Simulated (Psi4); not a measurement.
HS (SMILES [SH-]), charge -1, singlet, geometry from GFN2-xTB (a gas-phase anion, which may not be bound at this level). Base run: B3LYP/aug-cc-pVDZ run with Psi4 1.11.

Here is a job for Psi4.
```
memory 2 GB

molecule mol {
-1 1
S    -0.000000   -0.000000   -0.078636
H     0.000000    0.000000    1.258176
}

set {
  basis aug-cc-pvdz
  reference rks
}

energy('b3lyp')
print_variables()
```

Variants of this job, named by their change:

```tsv
change	ΔE vs base (mEh)	SCF cycles	grid points	basis functions
base	0.000	8	44290	36
guess = sadno	0.000	8	44290	36
cholesky_tolerance = 1e-6 (with scf_type cd)	0.008	8	44290	36
dft_radial_points = 150	0.001	8	88274	36
damping_percentage = 20	-0.001	20	44290	36
basis_guess = sto-3g	0.000	9	44290	36
dft_spherical_points = 110	0.016	8	16222	36
ints_tolerance = 1e-8	0.000	8	44290	36
scf_type = out_of_core	0.008	8	44290	36
scf_type = mem_df	0.000	8	44290	36
puream = true	0.000	8	44290	36
dft_nuclear_scheme = stratmann	0.000	8	42561	36
scf_initial_accelerator = ediis	0.000	8	44290	36
```

A gas-phase anion may not be bound at this level; its values then depend on the basis.
